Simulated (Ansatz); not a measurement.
Consider the formal hydrolysis of the In–Br bond: `[Br][In]([Br])[Br]` + H₂O → `[OH][In]([Br])[Br]` + HBr.

Computed with Ansatz on PBE0-D4/def2-TZVP structures; ΔE is electronic, products minus reactants. CCSD(T)/CBS adds triple-zeta CCSD(T) − MP2 to the extrapolated MP2 energy (def2 sets, frozen cores). This one scheme is used for every species. Functionals use def2-TZVPP. B3LYP here is the variant with VWN-RPA as its local correlation; programs differ in this. Elements past krypton have def2 core potentials. For Br, In outer-core shells are correlated without core-valence functions, which leaves a few kJ/mol of doubt a bond. Scalar relativity is left out up to krypton. One conformer a species, not always the lowest.

`[Br][In]([Br])[Br]`:

Z-matrix (Å, degrees):
```
In
Br 1 2.437
Br 1 2.437 2 120.0
Br 1 2.437 2 120.0 3 -180.0
```

H₂O:

Cartesian coordinates in Å:
```
O -0.155 0.301 -0.192
H 0.031 -0.576 -0.534
H 0.124 0.275 0.726
```

`[OH][In]([Br])[Br]`:

Z-matrix (Å, degrees):
```
In
O 1 1.964
Br 1 2.431 2 119.0
Br 1 2.448 2 119.2 3 -180.0
H 2 0.962 1 111.8 3 -180.0
```

HBr:

Cartesian coordinates in Å:
```
Br -0.438 -0.320 -0.458
H 0.438 0.320 0.458
```

Question: Is it downhill or uphill in electronic energy at CCSD(T)/CBS, and by how much? (Estimate.)

Answer: Ansatz gave: Uphill: ΔE = +25.2 kcal/mol.

Question: What do these levels give: LDA (SPW92), revPBE-D4, r2SCAN-D4, B3LYP-D4, r2SCANh-D4, CAM-B3LYP-D4, PBE, revPBE, BLYP, LC-ωPBE, MP2/def2-TZVPP, CCSD/def2-TZVPP? (An estimate is asked.)

Answer: Ansatz gave: LDA (SPW92) 23.0, revPBE-D4 23.3, r2SCAN-D4 24.3, B3LYP-D4 24.8, r2SCANh-D4 25.2, CAM-B3LYP-D4 23.8, PBE 23.1, revPBE 23.0, BLYP 21.7, LC-ωPBE 23.5, MP2/def2-TZVPP 24.9, CCSD/def2-TZVPP 24.6 kcal/mol.

Largest T1 diagnostic among the species: 0.012.

From PBE to PBE0 (25 % exact exchange), in def2-TZVPP and without D4, ΔE moves by +2.6 kcal/mol. Leaving LDA and LC-ωPBE aside and taking each functional with its dispersion term where it has one, the values, not all of them listed here, spread over 5.0 kcal/mol, from BLYP-D4 to BHLYP-D4. The D4 term adds +0.9 kcal/mol with B3LYP and +0.5 kcal/mol with PBE0; it sums over pairs of atoms, weighted by their polarisabilities, and B3LYP, whose exchange is more repulsive, gets the larger term.
